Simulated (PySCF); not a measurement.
# How methods differ on the interval between two levels of Mo³⁺

Mo³⁺ [Kr] 4d3 [4F9/2, M_J = 9/2] → Mo³⁺ [Kr] 4d2 5s1 [4F9/2, M_J = 9/2], as a difference of total energies. Calculation: PySCF 2.14, in x2c-TZVPall-2c (8s9p7d1f, 77 functions); the two-component X2C-1e Hamiltonian. Correlated levels: [Ar] 3d10 frozen; the 6 highest virtual spinors dropped. "Screened" scales the spin-orbit matrix elements by Boettger's factors to mimic the two-electron term; Breit and QED terms are absent.

```
                    method  interval between two levels (cm⁻¹)
           GHF (spin-free)                               64271
          GMP2 (spin-free)                               61967
 GHF (screened spin-orbit)                               64431
GMP2 (screened spin-orbit)                               62150
```

The labels give the starting determinants; with spin-orbit coupling the two ends relaxed to ⟨J²⟩ = 24.76, ⟨L²⟩ = 12.11, ⟨S²⟩ = 3.73 and ⟨J²⟩ = 24.76, ⟨L²⟩ = 12.03, ⟨S²⟩ = 3.75.
